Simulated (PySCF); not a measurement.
PySCF job for CH₅AlF₂O₂Si, SMILES [OH][Al]([OH])[CH2][SiH](F)F, PBE/pcSseg-1. Geometry optimised at B3LYP-D3(BJ)/def2-SVP. The structure was generated by enumeration; whether it is a known compound was not checked. Other conformers were not sampled.

```python
import numpy as np
from pyscf import gto, scf, dft
from pyscf.prop.nmr import rks as nmr

mol = gto.M(
    atom='''
    Si    1.49898155    0.38962208    0.17177190
    F     1.79249657    1.56835127    1.23728372
    F     0.42877491   -0.64609373    1.01323047
    C     0.36127901    0.77504740   -1.19112516
    Al   -1.07064658   -0.39681293   -0.45446363
    O    -1.15686777   -1.95678885   -1.14427149
    O    -2.32480837    0.39538958    0.38726237
    H     2.73232359   -0.40244202    0.00402151
    H     0.72295432    0.44862628   -2.17765412
    H     0.06588625    1.83461430   -1.22659377
    H    -1.80176502   -2.64331398   -0.96041099
    H    -3.09244384    0.00696617    0.81205399
    ''',
    basis='pcSseg-1',
    charge=0,
    spin=0,
    max_memory=1600,
    verbose=3,
)
mf = dft.RKS(mol, xc='pbe')
mf.grids.level = 3
mf.conv_tol = 1e-10
mf.max_cycle = 100
mf.kernel()
n = nmr.NMR(mf)
n.verbose = 2
n.max_cycle_cphf = 60
sigma = n.kernel()
print('atom   isotropic/ppm   span/ppm')
for i, s in enumerate(sigma):
    w = np.linalg.eigvalsh((s + s.T) / 2)
    print(f'{mol.atom_symbol(i):2s}{i + 1:3d} {w.mean():14.3f} {w[2] - w[0]:11.3f}')
```

Log of the run:

```
converged SCF energy = -922.704526959161
atom   isotropic/ppm   span/ppm
Si  1        309.150     165.382
F   2        298.508     133.491
F   3        246.486     133.754
C   4        184.915      44.881
Al  5        451.413     112.590
O   6        301.794      85.283
O   7        301.367      86.623
H   8         25.638       9.987
H   9         31.035      11.665
H  10         30.880      11.513
H  11         30.034      22.541
H  12         29.920      22.605
```

Self-consistency was reached.
